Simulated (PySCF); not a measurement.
These are PBE-D3(BJ)/def2-TZVP // B3LYP-D3(BJ)/def2-TZVP run with PySCF values and carry that method's errors. All species are isolated molecules in the gas phase. One relaxed conformer stands for a flexible species; it need not be the lowest. Delta-SCF ions had no search for a lower state. Excitations are Tamm–Dancoff values on a coarser integration grid. The basis has no diffuse functions, so Rydberg states are missing or too high.

Reference species (SMILES): `C=CN=[SiH2]` (C–C–N–Si torsion 55°) (neutral, multiplicity 1).

```yaml
S1 excitation (TDA): 2.71 eV
brightest of the four lowest singlets (TDA): 4.95 eV
vertical ionisation energy (Delta-SCF): 8.08 eV
```

Changed species: `C1=[SiH]CN1`.

Problem. Give the shifts of the S1 excitation (TDA), brightest of the four lowest singlets (TDA) and vertical ionisation energy (Delta-SCF).

Solution. the S1 excitation (TDA) rises by 1.45 eV, to 4.16 eV; the brightest of the four lowest singlets (TDA) drops by 0.79 eV, to 4.16 eV; the vertical ionisation energy (Delta-SCF) falls by 0.58 eV, to 7.50 eV.
